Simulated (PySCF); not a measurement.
Some computed properties have been withheld. Give your best values.

Species: C6H7NO.
Atom-mapped SMILES: `[O:1]=[CH:2][NH:3][C:4]1=[CH:5][CH2:6][CH:7]=[CH:8]1` (hydrogens: H9 on C2; H10 on N3; H11 on C5; H12, H13 on C6; H14 on C7; H15 on C8)

Cartesian coordinates in Å at the GFN2-xTB level; atoms count from 1:
```xyz
15
C6H7NO angstrom
O      2.3811    1.4747   -1.1221
C      2.5727    0.3779   -0.6676
N      1.6540   -0.4525   -0.1174
C      0.2887   -0.2170    0.0400
C     -0.5895   -1.0765    0.5928
C     -1.9482   -0.4611    0.5804
C     -1.7019    0.8656   -0.0588
C     -0.4060    0.9931   -0.3656
H      3.5773   -0.0904   -0.6517
H      1.9702   -1.3494    0.2231
H     -0.3843   -2.0536    0.9895
H     -2.3586   -0.3540    1.5869
H     -2.6628   -1.0579    0.0094
H     -2.4817    1.5840   -0.2289
H      0.0846    1.8251   -0.8320
```

```json
{"property": "point group of the GFN2-xTB geometry", "level": "GFN2-xTB", "value": "Cs"}
{"property": "rotational constants A, B, C of the GFN2-xTB geometry", "level": "GFN2-xTB", "value": "5.510, 1.433, 1.145 GHz"}
{"property": "dipole moment", "level": "PBE0/def2-SVPD", "value": "3.74 D"}
{"property": "HOMO energy", "level": "PBE0/def2-SVPD", "value": "?"}
{"property": "LUMO energy", "level": "PBE0/def2-SVPD", "value": "-0.82 eV"}
{"property": "lowest singlet excitation", "level": "TDDFT PBE0/def2-SVPD", "value": "4.79 eV (259 nm, f = 0.103)"}
{"property": "strongest line among the 6 lowest singlet transitions", "level": "TDDFT PBE0/def2-SVPD", "value": "S6 at 6.27 eV (198 nm, f = 0.444)"}
{"property": "lowest triplet excitation (Tamm–Dancoff)", "level": "TDA PBE0/def2-SVPD", "value": "2.92 eV"}
{"property": "static isotropic polarisability", "level": "PBE0/def2-SVPD", "value": "81.6 au"}
{"property": "electronic spatial extent ⟨r²⟩ about the centre of nuclear charge", "level": "PBE0/def2-SVPD", "value": "?"}
{"property": "13C chemical shifts (computed TMS as zero) by class", "level": "GIAO PBE0/pcSseg-1", "value": "158.1 (C2), 149.4 (C4), 143.7 (C7), 138.6 (C8), 113.8 (C5), 41.6 (C6) ppm"}
{"property": "1H chemical shifts (computed TMS as zero) by class", "level": "GIAO PBE0/pcSseg-1", "value": "?"}
{"property": "isotropic shieldings of nuclei other than C and H, by class", "level": "GIAO PBE0/pcSseg-1", "value": "108 (N3), -102 (O1) ppm"}
```

Electronic properties: PySCF, gas phase, density fitting.

(1) Give the 1H chemical shifts (computed TMS as zero) by class.

(2) The electronic spatial extent ⟨r²⟩ about the centre of nuclear charge?

(3) Give the HOMO energy.

## Answers

(1) 8.22 (H15), 8.21 (H9), 6.77 (H14), 6.40 (H10), 5.60 (H11), 3.08 (H12/H13) ppm.

(2) 995 bohr².

(3) -6.21 eV.

The principal polarisabilities are 50.5, 82.3 and 111.8 au; their mean is the isotropic value. The vertical singlet–triplet gap S1 − T1 is 1.87 eV (TDDFT singlet less Tamm–Dancoff triplet; S1: HOMO→LUMO, weight 0.98; T1: HOMO→LUMO, weight 0.92). In wavenumbers S1 is 38600 cm⁻¹ (1 eV = 8065.54 cm⁻¹). The largest Löwdin shares of the LUMO are 0.18 on C5, 0.15 on C7, 0.14 on C4 and 0.11 on C8. A dipole of 3.74 D is allowed in Cs, and pure rotational transitions are dipole-allowed. The polarisability is 12.09 Å³ as a volume (1 au = 0.148185 Å³), or 1.41 au for each of the 58 electrons.

One conformer stands for the species.
